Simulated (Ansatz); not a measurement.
The pair A = H2 (SMILES [H][H]) (first 2 atoms), B = H2 (SMILES [H][H]); geometry from B3LYP-D3(BJ)/def2-TZVP.
(charge 0, multiplicity 1):
```xyz
4

H      0.01919     0.21922    -0.28212
H      0.18702    -0.10959    -0.92802
H     -0.22628     0.23400     3.00454
H      0.02007    -0.34363     2.60560
```

Programs: Ansatz (a first-principles code) with Gaussian orbitals. 

The counterpoise-corrected interaction energy is E(AB) − E(A in the pair's basis) − E(B in the pair's basis). Total energies (hartree):

```csv
level,AB,A in the pair's basis,B in the pair's basis
HF/aug-cc-pVTZ,-2.2659093,-1.1329960,-1.1329991
CCSD(T)/aug-cc-pVTZ,-2.3454364,-1.1726439,-1.1726498
HF/aug-cc-pVQZ,-2.2667887,-1.1334367,-1.1334370
CCSD(T)/aug-cc-pVQZ,-2.3478875,-1.1738677,-1.1738684
```

### Question
Work out the counterpoise-corrected interaction energy at the basis-set limit: extrapolate the CCSD(T) correlation part as X⁻³, take Hartree–Fock from the larger set.

### Answer

1. Differences (1 hartree = 627.509 kcal/mol): HF/aug-cc-pVTZ 0.054; CCSD(T)/aug-cc-pVTZ -0.090; HF/aug-cc-pVQZ 0.053; CCSD(T)/aug-cc-pVQZ -0.095.
2. Correlation parts, CCSD(T) less HF: -0.143 in aug-cc-pVTZ (X = 3), -0.148 in aug-cc-pVQZ (X = 4).
3. Limit (4³·(-0.148) − 3³·(-0.143))/(4³ − 3³) = -0.152; with HF/aug-cc-pVQZ it gives -0.099.
Result: -0.10 kcal/mol, against -0.09 at CCSD(T)/aug-cc-pVTZ. It is an estimate of this method's limit, not of the exact value.
